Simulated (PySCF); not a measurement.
W(O)(S)(Br)(OH) (BrHO₂SW), SMILES [O]=[W]([OH])(=[S])[Br], multiplicity 1. The structure is a stationary point at PBE-D3(BJ)/def2-SVP. The spin state was assumed, not searched. The structure was generated by enumeration; whether it is a known compound was not checked. The def2 effective core potentials stand for the cores of W; spin–orbit coupling is left out. One conformer was computed; it need not be the lowest.

Computed equilibrium geometry at PBE-D3(BJ)/def2-SVP (PySCF confirms it by a frequency run) as bond lengths and angles (one conformer of several):
Atoms: W1 O2 S3 Br4 O5 H6. Bonded distances (Å): W1–O2 1.716, W1–S3 2.154, W1–Br4 2.431, W1–O5 1.890, O5–H6 0.976. Angles (°): O2–W1–S3 107.6, O2–W1–Br4 108.5, O2–W1–O5 109.9, S3–W1–Br4 108.9, S3–W1–O5 108.5, Br4–W1–O5 113.2, W1–O5–H6 124.2.
